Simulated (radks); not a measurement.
Values are calculated unless marked as measured or tabulated.
Valence configurations of Ni II (all share [Ar]). Code: a radial shooting solver on a logarithmic mesh with Libxc functionals. Model: scalar-relativistic Kohn-Sham, r2SCAN, spin-polarised, spherical densities, finite nucleus; open shells are filled with parallel spins first; meta-GGA in the generalised Kohn-Sham scheme; Fermi nuclear charge, rms radius 3.7757 fm. Energies are relative to 3d9; eigenvalues in eV for spin up.

| valence | E (eV) | moment (Bohr magnetons) | e(3d) | e(4p) | e(4s) |
|---|---|---|---|---|---|
| 3d9 | 0.000 | 1 | -13.480 | - | - |
| 3d8.5 4s0.5 | 0.687 | 2 | -16.270 | - | -12.645 |
| 3d8 4s1 | 1.625 | 3 | -19.266 | - | -14.174 |
| 3d8.5 4p0.5 | 3.448 | 2 | -17.068 | -7.483 | - |
| 3d7 4s2 | 7.434 | 3 | -26.178 | - | -15.531 |
| 3d8 4p1 | 7.656 | 3 | -20.845 | -8.768 | - |
| 3d7.5 4s0.5 4p1 | 9.538 | 4 | -24.055 | -9.645 | -16.089 |
| 3d7 4s1 4p1 | 11.910 | 5 | -27.497 | -10.411 | -17.362 |
| 3d6.5 4s0.5 4p2 | 22.273 | 6 | -32.591 | -11.819 | -19.138 |
| 3d6 4s1 4p2 | 26.441 | 7 | -36.420 | -12.522 | -20.271 |

NIST lists [Ar] 3d9 as the ground configuration; this level of theory agrees among the configurations tried. The energies are those of spherical high-spin densities, not of single terms.
